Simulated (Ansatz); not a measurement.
`C[O][Mo]([F])(=[S])([Cl])[Cl]` + H₂O → `C[O][Mo]([OH])([F])(=[S])[Cl]` + HCl at 700 K and 1 bar (formal hydrolysis of a Mo–Cl bond).

Computed with Ansatz on PBE0-D4/def2-TZVP structures; ΔE is electronic, products minus reactants. CBS: MP2 limit from def2 TZ/QZ plus the TZ coupled-cluster correction, frozen cores. This one scheme is used for every species. def2 core potentials past Kr. For Mo outer-core shells are correlated without core-valence functions, which leaves a few kJ/mol of doubt a bond. Each species was taken in one conformer, which may not be the lowest.

```
                        species  CCSD(T)/CBS energy (Eh)  H − E (kJ/mol)  S (J/(mol·K))
`C[O][Mo]([F])(=[S])([Cl])[Cl]`              -1600.45810           223.8          568.1
                            H₂O                -76.37941            80.5          218.4
`C[O][Mo]([OH])([F])(=[S])[Cl]`              -1216.44968           261.2          566.5
                            HCl               -460.38127            38.4          211.8
```

H − E and S are ideal-gas, rigid-rotor, harmonic terms from PBE0-D4/def2-TZVP, for one conformer and one mirror image of each species. 1 Eh = 2625.50 kJ/mol, R = 8.31446 J/(mol·K).

Task: By hand: ΔE, ΔH, ΔS and ΔG.

Result: ΔE = (-1216.44968) + (-460.38127) − (-1600.45810) − (-76.37941) = 0.00656 Eh = 17.2 kJ/mol. Δ(H − E) = 261.2 + 38.4 − 223.8 − 80.5 = -4.7, so ΔH = 12.5 kJ/mol. ΔS = 566.5 + 211.8 − 568.1 − 218.4 = -8.2 J/(mol·K). ΔG = 12.5 − 700 × (-8.2)/1000 = 18.2 kJ/mol.

Task: By hand: the equilibrium constant, and the temperature at which ΔG would vanish if ΔH and ΔS stayed fixed.

Result: log₁₀ K = −ΔG/(RT ln 10) = -1.4. ΔH and −TΔS have one sign here, so there is no such temperature.

TΔS isn't small against ΔH here. A doubt of 5 kJ/mol in ΔE shifts log₁₀ K by 0.4 here. Other conformers and mirror images would add mixing entropy, several J/(mol·K) or more a flexible species. Modes under 60 cm⁻¹, often nearly free rotors, make the harmonic entropy too high. These are equilibria of isolated gas molecules and say nothing of rates. Largest T1 diagnostic: 0.025 (customary marks: 0.02 for closed shells, 0.045 for open ones).

ΔS is within the doubt of such terms, so its sign, and with it that verdict, could turn.
